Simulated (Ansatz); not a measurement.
`BC/N=C/[SeH]` at its PBE0-D4/def2-TZVP geometry, where that method's forces vanish. Charge 0, multiplicity 1.

```csv
atom,x (Å),y (Å),z (Å)
B1,-0.596,1.590,1.263
C2,0.376,0.462,0.821
N3,0.457,0.210,-0.594
C4,0.167,-0.933,-1.016
Se5,0.208,-1.301,-2.880
H6,-1.149,2.295,0.473
H7,-0.752,1.765,2.437
H8,1.354,0.853,1.164
H9,0.220,-0.451,1.422
H10,-0.127,-1.778,-0.379
H11,-0.157,-2.713,-2.711
```

(1) For each bond, give half the difference of the two atoms' forces along it (eV/Å; positive pushes the atoms apart) under PBE-D4, r2SCAN-D4, B3LYP-D4, ωB97M-V in def2-TZVPP. (An estimate is asked.)

## Answers

(1) Computed: 
| bond | length (Å) | PBE-D4 | r2SCAN-D4 | B3LYP-D4 | ωB97M-V |
| --- | --- | --- | --- | --- | --- |
| B1–C2 | 1.554 | -0.12 | -0.03 | 0.03 | 0.05 |
| B1–H6 | 1.194 | 0.08 | -0.04 | -0.11 | -0.12 |
| B1–H7 | 1.197 | 0.05 | -0.04 | -0.11 | -0.12 |
| C2–N3 | 1.439 | -0.07 | 0.11 | 0.21 | 0.35 |
| C2–H8 | 1.107 | 0.17 | -0.01 | -0.11 | -0.14 |
| C2–H9 | 1.105 | 0.19 | -0.01 | -0.06 | -0.14 |
| N3–C4 | 1.252 | 0.67 | 0.26 | 0.00 | -0.06 |
| C4–Se5 | 1.901 | 0.02 | 0.06 | 0.22 | 0.10 |
| C4–H10 | 1.098 | -0.04 | -0.10 | -0.13 | -0.12 |
| Se5–H11 | 1.468 | 0.26 | -0.02 | 0.04 | -0.11 |

B3LYP here is the variant with VWN-RPA as its local correlation; programs differ in this.
